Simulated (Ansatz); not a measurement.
Geometry optimisation, DFT PBE-D3(BJ), scalar-relativistic, plane waves, PAW in Ansatz 0.2.0.

Input:

```yaml
crystal:
  lattice:
    - [0.0, 5.43, 5.43]
    - [5.43, 0.0, 5.43]
    - [5.43, 5.43, 0.0]
  atoms:
    - { symbol: Si, position: [0.0, 0.0, 0.0] }
    - { symbol: Si, position: [0.125, 0.125, 0.125] }
    - { symbol: Si, position: [0.0, 0.0, 0.5] }
    - { symbol: Si, position: [0.125, 0.125, 0.625] }
    - { symbol: Si, position: [0.0, 0.5, 0.0] }
    - { symbol: Si, position: [0.125, 0.625, 0.125] }
    - { symbol: Si, position: [0.0, 0.5, 0.5] }
    - { symbol: Si, position: [0.125, 0.625, 0.625] }
    - { symbol: Si, position: [0.5, 0.0, 0.0] }
    - { symbol: Si, position: [0.625, 0.125, 0.125] }
    - { symbol: Si, position: [0.5, 0.0, 0.5] }
    - { symbol: Si, position: [0.625, 0.125, 0.625] }
    - { symbol: Si, position: [0.5, 0.5, 0.0] }
    - { symbol: Si, position: [0.625, 0.625, 0.125] }
    - { symbol: Si, position: [0.5, 0.5, 0.5] }
    - { symbol: Si, position: [0.625, 0.625, 0.625] }
    - { symbol: Si, position: [0.817575, 0.8119948, 0.562468] }
basis:
  ecutwfc: 420.0
kpoints:
  mp_grid: { grid: [2, 2, 2] }
hamiltonian:
  xc: pbe
  dispersion: d3bj
  pseudopotentials: { kind: paw, azcp: { folder: soft_1 } }
scf:
  occupations: { method: fermi_dirac, width: 0.02 }
  lower_state_search: "off"
relax:
  f_tol: 0.03
  max_steps: 60
  adjacent_minimum: "off"
```

Run as:

```bash
$ ansatz run input.yaml --threads 1 --pin off --max-ram 3072MiB --backend cpu --events-out ev --progress --plain --runs-dir out
```

Task: Where does it end, and by what steps?

Result: It converged. The force dipped under the threshold on the way, but the program's further checks kept it going. Limits of this set-up: coarse k mesh. After 17 steps the energy has fallen by 0.999 eV; Si14 moved furthest, 0.48 Å.

| step | energy less start (eV) | largest force component (eV/Å) | accepted |
| --- | --- | --- | --- |
| 0 | 0.0000 | 2.450 | yes |
| 1 | -0.7125 | 1.053 | yes |
| 2 | -0.9609 | 0.129 | yes |
| 3 | -0.9669 | 0.024 | yes |
| 4 | -0.9669 | 0.024 | yes |
| 5 | -0.9670 | 0.026 | yes |
| 6 | -0.9680 | 0.021 | yes |
| 7 | -0.9689 | 0.018 | yes |
| 8 | -0.9692 | 0.033 | yes |
| 9 | -0.9699 | 0.028 | yes |
| 10 | -0.9783 | 0.121 | yes |
| 11 | -0.9778 | 0.173 | no |
| 12 | -0.9914 | 0.063 | yes |
| 13 | -0.9970 | 0.072 | yes |
| 14 | -0.9907 | 0.107 | no |
| 15 | -0.9974 | 0.055 | yes |
| 16 | -0.9988 | 0.013 | yes |
| 17 | -0.9988 | 0.013 | yes |

```xyz
17
Lattice="0.0000 5.4300 5.4300 5.4300 0.0000 5.4300 5.4300 5.4300 0.0000" Properties=species:S:1:pos:R:3
Si 0.089 0.089 -0.088
Si 1.395 1.397 1.331
Si 2.758 2.760 0.015
Si 4.169 4.169 1.262
Si 2.654 0.070 2.778
Si 4.101 1.397 4.036
Si 5.417 2.761 2.673
Si 6.667 4.267 4.194
Si 0.069 2.656 2.777
Si 1.397 4.102 4.035
Si 2.760 5.417 2.671
Si 4.263 6.670 4.190
Si 2.654 2.656 5.362
Si 3.798 3.800 7.064
Si 5.177 5.183 5.685
Si 6.671 6.670 6.598
Si 7.726 7.729 8.565
```

Run time: 58 s on 1 thread of AMD EPYC 7R43 64-Core Processor (Zen 3), with other jobs on the host, peak memory 0.56 GiB.
